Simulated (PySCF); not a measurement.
## Electron correlation in Al (aluminium, neutral)

[Ne] 3s1 3p1 4s1, high-spin 4P determinant (an excited configuration). Calculation: PySCF 2.14, in aug-cc-pCVTZ-DK; scalar relativity by spin-free X2C-1e. Frozen: [Ne]; 3 electrons correlated.

| level | correlation energy (mhartree) |
| --- | --- |
| CCSD | -11.07 |
| (T) | -0.14 |
| CCSD(T) | -11.21 |

Diagnostics: T1 = 0.017, D1 = 0.0399, largest double amplitude 0.041.

Task: Is a single reference adequate?

Result: Yes: T1 lies below 0.03 and no double amplitude reaches 0.07.
